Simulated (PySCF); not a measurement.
SMILES C[Si](O)(O)[GeH3], CAM-B3LYP/def2-SVP optimised geometry.

```
13

Si    -0.20    -1.16     0.00
C     -0.84     0.60     0.00
O     -0.65    -1.99     1.36
O      1.47    -1.16     0.00
Ge    -1.06    -2.42    -1.82
H     -0.57     1.13    -0.93
H     -1.93     0.61     0.08
H     -0.43     1.16     0.85
H     -0.09    -1.89     2.14
H      1.93    -0.50    -0.52
H     -0.52    -3.86    -1.81
H     -0.65    -1.79    -3.17
H     -2.60    -2.49    -1.80
```

Density from CAM-B3LYP/def2-TZVP (PySCF 2.14.0) at that geometry.

Minimum of the electron density along straight lines between bonded atoms, close to the bond critical point (lines longer than 1.1 times the sum of covalent radii, or with two minima, are not listed):

| bond | length / Å | ρ at the minimum / e bohr⁻³ | ∇²ρ there / e bohr⁻⁵ | position (fraction from the first atom) |
|---|---|---|---|---|
| Si1–C2 | 1.871 | 0.126 | [?] | 0.39 |
| Si1–O3 | 1.657 | 0.137 | 0.75 | 0.41 |
| Si1–O4 | 1.668 | 0.132 | 0.74 | 0.41 |
| Si1–Ge5 | 2.377 | 0.097 | [?] | 0.47 |
| C2–H6 | 1.102 | 0.266 | -0.87 | 0.64 |
| C2–H7 | 1.101 | 0.267 | -0.88 | 0.64 |
| C2–H8 | 1.102 | 0.266 | -0.87 | 0.64 |
| O3–H9 | 0.964 | 0.350 | -2.37 | 0.81 |
| O4–H10 | 0.962 | 0.352 | -2.39 | 0.81 |
| Ge5–H11 | 1.537 | 0.132 | [?] | 0.59 |
| Ge5–H12 | 1.542 | 0.130 | 0.07 | 0.59 |
| Ge5–H13 | 1.539 | 0.132 | 0.07 | 0.59 |

Question: Complete the blanks.

Answer: 
- Si1–C2, ∇²ρ there / e bohr⁻⁵: 0.16
- Si1–Ge5, ∇²ρ there / e bohr⁻⁵: -0.17
- Ge5–H11, ∇²ρ there / e bohr⁻⁵: 0.06
